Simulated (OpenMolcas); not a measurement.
# V2+: moving or changing the point charges

V2+ among 2 point charges of -1 e arranged as a linear pair (D∞h), 1.97 Å from the ion.
```
   0.0000    0.0000    1.9700  -1.00
   0.0000    0.0000   -1.9700  -1.00
```

```json
{
  "Program": "OpenMolcas",
  "Method": "CASSCF",
  "Basis": "ANO-RCC-VTZP [6s5p3d2f1g]",
  "Scalar Hamiltonian": "DKH2, point nucleus",
  "Active space": "3 electrons in 5 orbitals (3d)",
  "State averaging": "2S+1 = 4 even, 10 roots; 2S+1 = 2 even, 40 roots",
  "Spin-orbit coupling": "RASSI with atomic mean-field integrals over the reference wave functions"
}
```

Runs around this geometry, states (labels by Λ). Energies in cm-1 above the lowest state or level, χT in cm3 K/mol.

```
R (Å)  q (e)  Ground state  First state of that spin  First gap with spin-orbit (degeneracies)  χT at 300 K  First state of another spin
 1.97  -0.65            4Π                  4Σ 388.1                              118.7 (2, 2)        1.587                     2Γ 15013
 1.78     -1            4Π                  4Σ 937.1                               72.0 (2, 2)        1.695                     2H 14267
 1.97     -1            4Π                  4Σ 466.1                              110.8 (2, 2)        1.624                     2Φ 15029
 2.12     -1            4Π                  4Σ 245.6                              135.0 (2, 2)        1.581                     2Φ 15064
```

Scaling the charges by -0.65 / -1 = 0.65 scales the first state of the same spin by 388.1 / 466.1 = 0.83; with fixed orbitals a first-order splitting would follow the charge.

Without dynamic correlation the repulsion within the d shell is too large (B by tens of per cent), so at a given field states of lower spin stand too high. The ground term spreads over less than 5000 cm-1, several times less than with real ligands, so orbital moments are less quenched and χT lies further from the spin-only value than at real sites (holds for R = 1.97, q = -0.65; R = 1.97, q = -1; R = 2.12, q = -1). This is an electrostatic model: the charges have no orbitals. No measured value stands beside these numbers.
